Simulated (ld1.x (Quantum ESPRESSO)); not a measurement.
# An all-electron radial function and its pseudo partner (iodine (I))

Columns: radius, all-electron u(r) and pseudo u(r) of the 4p shell (level -124.70 eV) of iodine in the configuration [Ar] 3d10 4s2 4p6 4d10 5s1.75 5p5.25; LDA (PZ), non-relativistic, ultrasoft scheme, ld1.x (Quantum ESPRESSO) 7.5.

| r (bohr) | all-electron | pseudo |
| --- | --- | --- |
| 0.057 | 0.4793 | 0.0246 |
| 0.115 | 0.1002 | 0.0981 |
| 0.172 | -0.4810 | 0.2123 |
| 0.230 | -0.7245 | 0.3618 |
| 0.288 | -0.5971 | 0.5331 |
| 0.345 | -0.2590 | 0.7099 |
| 0.402 | 0.1484 | 0.8822 |
| 0.460 | 0.5384 | 1.0406 |
| 0.518 | 0.8542 | 1.1717 |
| 0.575 | 1.0761 | 1.2665 |
| 0.632 | 1.2138 | 1.3239 |
| 0.690 | 1.2797 | 1.3431 |
| 0.747 | 1.2870 | 1.3259 |
| 0.805 | 1.2517 | 1.2772 |
| 0.862 | 1.1883 | 1.2055 |
| 0.920 | 1.1056 | 1.1162 |
| 0.977 | 1.0145 | 1.0200 |
| 1.035 | 0.9184 | 0.9202 |
| 1.092 | 0.8247 | 0.8249 |
| 1.150 | 0.7332 | 0.7332 |
| 1.208 | 0.6473 | 0.6473 |
| 1.265 | 0.5695 | 0.5695 |
| 1.322 | 0.4986 | 0.4986 |
| 1.380 | 0.4338 | 0.4338 |
| 1.438 | 0.3760 | 0.3760 |
| 1.495 | 0.3257 | 0.3257 |

How many radial nodes do the two functions have?

The all-electron 4p function has n − l − 1 = 2; the pseudo-wave has 0, since the states of the same l below it are removed with the core.

At about which radius was the pseudo-wave matched?

1.15 bohr, where the columns begin to agree (steps of 0.06 bohr).

Where does each function peak?

Outermost all-electron maximum near 0.75 bohr, pseudo maximum near 0.69 bohr (to the table’s step).

Is the pseudo-wave norm-conserving?

No, it belongs to an ultrasoft set: the norm inside the radius is not constrained, and the difference is carried by the augmentation charge.
